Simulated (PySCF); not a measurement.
# Se²⁰⁺ (selenium, charge +20) across methods

[Ne] 3s2 3p2, high-spin 3P determinant. All numbers are calculated (PySCF 2.14, the non-relativistic Hamiltonian (point nucleus), in an even-tempered Gaussian basis (17 s from 1.9 bohr⁻², ratio 2.5; 11 p from 2.4 bohr⁻², ratio 2.5; 5 d from 11 bohr⁻², ratio 2.7; 4 f from 17 bohr⁻², ratio 2.7)). The B2PLYP total includes its PT2 part (frozen core); its orbital energies are those of the SCF part.

```csv
method,E (hartree),mean ε 3s α (eV),mean ε 3s β (eV),mean ε 3p α (eV),Σ⟨r²⟩ (bohr²),⟨S²⟩
TPSSh,-2166.480,-870.49,-858.59,-817.89,1.404,2.001
PBE0,-2166.168,-873.62,-861.11,-820.83,1.405,2.001
r2SCAN,-2166.364,-869.26,-856.99,-816.78,1.405,2.001
B2PLYP,-2166.459,-881.37,-865.50,-826.96,1.405,2.001
UHF,-2165.81679,-894.37,-872.47,-836.95,1.407,2.002
LDA,-2162.851,-865.25,-856.57,-814.38,1.405,2.000
```

(1) Estimate the same row for PBE.

Spin-orbit coupling is strong in this species (close to jj coupling), so the high-spin LS determinant is a model state, not a physical level.

Answers

(1) E (hartree) = -2166.094; mean ε 3s α (eV) = -866.29; mean ε 3s β (eV) = -856.66; mean ε 3p α (eV) = -815.07; Σ⟨r²⟩ (bohr²) = 1.404; ⟨S²⟩ = 2.001.
